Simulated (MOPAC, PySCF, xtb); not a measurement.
Lewis adduct: AlH3 (SMILES [AlH3]) (first 4 atoms) with C2H3N (SMILES CC#N); geometry from B3LYP-D3(BJ)/def2-TZVP, rigid monomers moved along the line of their centres of mass till Al1···N7 is 1.83 Å.
(charge 0, multiplicity 1):
```xyz
10

Al    -0.0353     0.1532    -0.4098
H     -1.4953    -0.2202    -0.9285
H      1.1463    -0.8622    -0.7449
H      0.3328     1.7000    -0.3011
C     -0.5567    -0.7554     3.8870
C     -0.3861    -0.4581     2.4809
N     -0.2508    -0.2233     1.3697
H     -0.1105    -1.7238     4.1151
H     -0.0707     0.0142     4.4873
H     -1.6191    -0.7834     4.1310
```

Counterpoise-corrected where a basis set is named; no monomer relaxation. Rows marked so take none.

Rows in 3-21G carry no dispersion term and start afresh at each structure. The state reached by AM1, PM7 isn't checked; PM7 holds dispersion and hydrogen-bond terms.

Programs: MOPAC for AM1, PM7 (differences of heats of formation); PySCF for 3-21G rows; xtb for the GFN methods. Values without a source in brackets are computed.

**Question.** One of these levels gives -1469.3 meV for the interaction energy. Name it.
A. PM7
B. AM1
C. HF/3-21G (no counterpoise)
D. GFN1-xTB

**Answer.** B, AM1. The others give -10.5 (PM7), -1295.0 (GFN1-xTB), -1102.9 (HF/3-21G (no counterpoise))
